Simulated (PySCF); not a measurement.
NICS in rings of unrelated molecules.

NICS is the negative of the GIAO shielding at a point without a nucleus: at the ring centre (0) and 1 Å above and below it (1); zz is the component along the ring normal. Level: GIAO PBE0/pcSseg-1 (PySCF, non-relativistic, gas phase) on the GFN2-xTB geometries, one conformer each. Atom numbers follow the mapped SMILES.

Question: Order these rings by mean NICS(1)zz, lowest (most negative) first (ppm).
A. ring N6–N7–C8–C9–N10 in `[F:1][c:2]1[cH:3][cH:4][c:5](-[n:6]2[n:7][cH:8][cH:9][n:10]2)[cH:11][cH:12]1`
B. ring C2–C3–C4–P5–C6 in `[CH3:1][c:2]1[cH:3][cH:4][pH:5][c:6]1[CH3:7]`
C. ring C2–Si3–C4–C5 in `[CH3:1][C@H:2]1[SiH2:3][CH:4]=[C:5]1[C:6]#[C:7][C:8]#[N:9]`
D. ring Si3–C8–S9–C10 in `[CH3:1][CH2:2][Si:3]1([C:4]([Cl:5])([Cl:6])[Cl:7])[CH2:8][S:9][CH2:10]1`
E. ring C3–C4–C5–C6–O7 in `[CH2:1]=[P@@:2]1([c:3]2[cH:4][cH:5][cH:6][o:7]2)[CH2:8][C@H:9]1[CH3:10]`
F. ring C4–C6–C7–O8–Si9 in `[CH3:1][C:2](=[O:3])[C@@:4]1([SiH3:5])[CH:6]=[CH:7][O:8][SiH2:9]1`
G. ring C3–C4–C5–C6–C7–C8 in `[CH3:1][O:2][c:3]1[cH:4][cH:5][cH:6][cH:7][c:8]1[C:9]#[O+:10]` (charge +1)

Answer: A (-30.2), E (-26.7), G (-17.9), B (-10.8), F (-3.2), C (3.0), D (4.8).

```json
{"SMILES": "Fc1ccc(-n2nccn2)cc1", "ring": "5-membered ring with 3 N; formal bonds all aromatic", "NICS(0)": "-11.5", "NICS(1)": "-12.3", "NICS(1)zz": "-30.2", "HOMA": "0.98", "rms pucker (Å)": "0.00", "ring atoms with four or more neighbours": "0"}
{"SMILES": "C=[P@@]1(c2ccco2)C[C@H]1C", "ring": "5-membered ring with O; formal bonds all aromatic", "NICS(0)": "-12.5", "NICS(1)": "-10.8", "NICS(1)zz": "-26.7", "HOMA": "0.52", "rms pucker (Å)": "0.00", "ring atoms with four or more neighbours": "0"}
{"SMILES": "COc1ccccc1C#[O+]", "ring": "6-membered carbocycle; formal bonds all aromatic", "NICS(0)": "-6.4", "NICS(1)": "-8.4", "NICS(1)zz": "-17.9", "HOMA": "0.75", "rms pucker (Å)": "0.00", "ring atoms with four or more neighbours": "0"}
{"SMILES": "Cc1cc[pH]c1C", "ring": "5-membered ring with P; bonds drawn aromatic by RDKit's count", "NICS(0)": "-4.0", "NICS(1)": "-5.8", "NICS(1)zz": "-10.8", "HOMA": "0.07", "rms pucker (Å)": "0.04", "ring atoms with four or more neighbours": "0"}
{"SMILES": "CC(=O)[C@@]1([SiH3])C=CO[SiH2]1", "ring": "5-membered ring with O and Si; formal bonds 1 double, 4 single", "NICS(0)": "-3.6", "NICS(1)": "-2.2", "NICS(1)zz": "-3.2", "HOMA": "–", "rms pucker (Å)": "0.02", "ring atoms with four or more neighbours": "2"}
{"SMILES": "C[C@H]1[SiH2]C=C1C#CC#N", "ring": "4-membered ring with Si; formal bonds 1 double, 3 single", "NICS(0)": "0.1", "NICS(1)": "-2.4", "NICS(1)zz": "3.0", "HOMA": "–", "rms pucker (Å)": "0.00", "ring atoms with four or more neighbours": "2"}
{"SMILES": "CC[Si]1(C(Cl)(Cl)Cl)CSC1", "ring": "4-membered ring with S and Si; formal bonds all single", "NICS(0)": "-3.7", "NICS(1)": "-0.7", "NICS(1)zz": "4.8", "HOMA": "–", "rms pucker (Å)": "0.07", "ring atoms with four or more neighbours": "3"}
```

NICS(0) gives another order. The isotropic NICS(1) gives another order. Over the 4 rings with a HOMA value its correlation coefficient with NICS(1)zz is -0.79. HOMA uses Krygowski's 1993 parameters; it is left out where a ring has a four-coordinate atom, a triple bond, no multiple bond or a kind of bond without parameters. NICS(1) and NICS(1)zz are means over the two faces.
